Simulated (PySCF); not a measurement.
Precursor series Ta F-OH. Isolated molecules, 0 K electronic values unless said otherwise. One relaxed conformer stands for each flexible species; it need not be the lowest.

The LUMO from two functionals at the same geometries (r2SCAN-D4/def2-SVP), both in PySCF: PBE-D3(BJ)/def2-TZVP and B3LYP-D3(BJ)/def2-TZVP. B3LYP has the VWN-RPA correlation part, as in Gaussian. 

```json
[
 {"species": "1 of 5 F replaced by OH ([Ta(F)4(OH)])", "B3LYP-D3(BJ)/def2-TZVP (eV)": "-2.12"},
 {"species": "2 of 5 F replaced by OH ([Ta(F)3(OH)2])", "B3LYP-D3(BJ)/def2-TZVP (eV)": "-1.99"},
 {"species": "3 of 5 F replaced by OH", "B3LYP-D3(BJ)/def2-TZVP (eV)": "-1.69"},
 {"species": "4 of 5 F replaced by OH ([Ta(F)(OH)4])", "B3LYP-D3(BJ)/def2-TZVP (eV)": "-1.30"}
]
```

Task: What does PBE-D3(BJ)/def2-TZVP give for each?

Result: 
- 1 of 5 F replaced by OH ([Ta(F)4(OH)]): -2.62
- 2 of 5 F replaced by OH ([Ta(F)3(OH)2]): -2.53
- 3 of 5 F replaced by OH: -2.25
- 4 of 5 F replaced by OH ([Ta(F)(OH)4]): -1.88
Over these rows, drawn at random from the members with no instability flagged (it was tested for open shells, ions and some series alone), PBE minus B3LYP-D3(BJ): mean -0.54 eV, from -0.58 eV to -0.50 eV.
